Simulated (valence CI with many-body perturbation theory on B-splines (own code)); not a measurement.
**Lu LVIII: what the settings do**

Computed by configuration interaction combined with many-body perturbation theory (CI+MBPT): four valence electrons over a frozen Dirac-Fock core [Ne], a basis of 6 s, 6 p, 5 d, 3 f, 1 g functions for each j, with the one-electron correlation potential Σ1 (screened to all orders), the two-electron term Σ2, the three-electron term Σ3, Breit, model QED; selected single and double excitations, second order for the rest, scaled by the run's own slope (own B-spline code, finite nucleus).

No measured spectrum was set against this ion. As an estimate, large intervals hold to a few tenths of a per cent, small ones and those within an open d or f shell to about a per cent.

The reference run has the lowest level (3s^2 3p1/2^2) J=0 and an ionisation energy of 5939.17 eV. Its largest variational space holds 9997 state functions.

Levels are named by their leading jj configuration (3d3/2^4 stands for four electrons in 3d with j = 3/2), which in mixed levels can hold well under half, so a name can repeat and another be missing.

Changed runs:
A. Davidson tolerance 2e-05 → 0.0003
B. factor on the speed of light 1 → 10; QED terms on → off
C. hole-hole ladder in Σ2 on → off
D. cutoff of virtual states (hartree) 10082 → 620.17 (bad on purpose)

Excitation energies of the reference run in cm⁻¹, and shifts in cm⁻¹:

| Level | Reference | A | B | C | D |
| --- | --- | --- | --- | --- | --- |
| (3s^2 3p1/2 3p3/2) J=1 | 2290830 | 0 | -2283030 | -97 | -436 |
| (3s^2 3p1/2 3p3/2) J=2 | 2362880 | 0 |  | -58 | -429 |
| (3s 3p1/2^2 3p3/2) J=2 | 3562200 | 0 |  | -36 | +350 |
| (3s 3p1/2^2 3p3/2) J=1 | 3777430 | 0 | -2712352 | +4.2 | +190 |
| (3s^2 3p1/2 3d3/2) J=2 | 3976630 | 0 |  | -350 | -1059 |
| (3s^2 3p1/2 3d3/2) J=1 | 4306600 | 0 |  | -308 | -823 |
| (3s^2 3p1/2 3d5/2) J=2 | 4662860 | 0 |  | -349 | -1239 |
| (3s^2 3p1/2 3d5/2) J=3 | 4670600 | 0 |  | -349 | -1276 |
| (3s^2 3p3/2^2) J=2 | 4707640 | 0 |  | -116 | -846 |
| (3s^2 3p3/2^2) J=0 | 4864250 | 0 | -4580434 | -30 | -831 |
| (3s 3p1/2^2 3d3/2) J=1 | 5279200 | 0 |  | -325 | -251 |
| (3s 3p1/2^2 3d3/2) J=2 | 5334670 | 0 |  | -316 | -254 |
| Ionisation energy (eV) | 5939.17 | 0 | -363.06 | -0.044 | -0.31 |

A blank means that the level has no clear partner in that run.

No effect on these energies: A.
